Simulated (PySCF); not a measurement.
Positional isomers: phenanthrene mercapto. All species are isolated molecules in the gas phase. One relaxed conformer stands for each flexible species; it need not be the lowest. Strings in code marks are SMILES.

Method: PBE-D3(BJ)/def2-SVP // PBE0-D4/def2-SVP (PySCF). All candidates: neutral, multiplicity 1. Excitations are Tamm–Dancoff values on a coarser integration grid. The basis has no diffuse functions, so Rydberg states are missing or too high.

```json
{
  "brightest of the four lowest singlets (TDA)": "4.25 eV",
  "HOMO": "-5.11 eV",
  "LUMO": "-2.01 eV"
}
```

Task: Say which member has these values.
A) `Sc1cc2ccccc2c2ccccc12` (H–S–C–C torsion 128°)
B) `Sc1ccc2ccc3ccccc3c2c1` (H–S–C–C torsion 180°)
C) `Sc1cccc2c1ccc1ccccc12` (H–S–C–C torsion 127°)
D) `Sc1ccc2c(ccc3ccccc32)c1` (H–S–C–C torsion 0°)

Result: D, `Sc1ccc2c(ccc3ccccc32)c1` (H–S–C–C torsion 0°). The others give `Sc1cccc2c1ccc1ccccc12` (H–S–C–C torsion 127°): 3.61 eV, -5.28 eV, -2.16 eV; `Sc1cc2ccccc2c2ccccc12` (H–S–C–C torsion 128°): 3.64 eV, -5.26 eV, -2.13 eV; `Sc1ccc2ccc3ccccc3c2c1` (H–S–C–C torsion 180°): 3.59 eV, -5.03 eV, -1.95 eV
